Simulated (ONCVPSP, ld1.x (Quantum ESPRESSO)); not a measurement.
**Potentials for sulfur (S) compared**

Generated with ld1.x 7.5 (TM, RRKJ, ultrasoft, PAW), atompaw 4.2 or ONCVPSP 4.0.1. The cutoff is in Ry: for ld1.x and atompaw files where the sum of valence levels is converged to 10 mRy in a Bessel basis, for ONCV files where the hardest occupied wave has 1 mHa per electron of residual kinetic energy. The error is the largest all-electron minus pseudo excitation energy over each file’s own four to seven test configurations (ionisations up to +4, promotions, holes and added fractions of an electron), all of which were solved. The labels leave out finer settings (local radius, basis sizes, second energies), which also bear on the numbers. Spin-polarised tests are not counted. The rows are a selection from randomly drawn settings: files with unsolved tests, undetermined cutoffs or missed reference levels are left out.

A true bound ghost makes a file unfit for plane-wave use even where its test errors are small: the radial tests pick states by their node count and pass the ghost by.

| potential | cutoff (Ry) | largest error (meV) | bound ghosts |
| --- | --- | --- | --- |
| ONCV, PBE, scalar-relativistic, rc 1.40/1.60/1.40 (spd), local smoothed, core correction yes, reference 3s2 3p3, qcut 4.6/6.1/6, projectors 2/1/2 | 39 | +36 | none |
| ONCV, BLYP, scalar-relativistic, rc 0.90/0.95 (sp), local smoothed, core correction yes, reference 2s2 2p6 3s2 3p4, qcut 14.1/13.4, projectors 2/3 | 164 | +35 | none |
| ONCV, LDA (Perdew-Zunger), scalar-relativistic, rc 1.15/1.75 (sp), local s, core correction no, reference 3s2 3p4, qcut 7/4.9, projectors 0/2 | 46 | +324 | none |
| ONCV, LDA (Perdew-Zunger), scalar-relativistic, rc 1.35/1.35 (sp), local s, core correction yes, reference 3s2 3p4, qcut 6.2/7.3, projectors 0/2 | 28 | +50 | none |

Q: Fill in the row for S: ONCV, LDA (Perdew-Wang 92), non-relativistic, rc 1.30/1.50 (sp), local smoothed, core correction no, reference 3s2 3p3, qcut 4.8/5, projectors 1/1.

A: cutoff 28 Ry, largest error +337 meV, bound ghosts: none.

Q: Fill in the row for S: PAW, PBE, scalar-relativistic, rc 1.65/1.80 (sp), local smoothed, core correction yes, reference 3s2 3p4.

A: cutoff 18 Ry, largest error -32 meV, bound ghosts: none.

Q: Fill in the row for S: ONCV, PBE, scalar-relativistic, rc 1.10/1.60/1.10 (spd), local d, core correction no, reference 3s2 3p2, qcut 6.5/6/8.9, projectors 2/1/0.

A: cutoff 330 Ry, largest error +27 meV, bound ghosts: s.
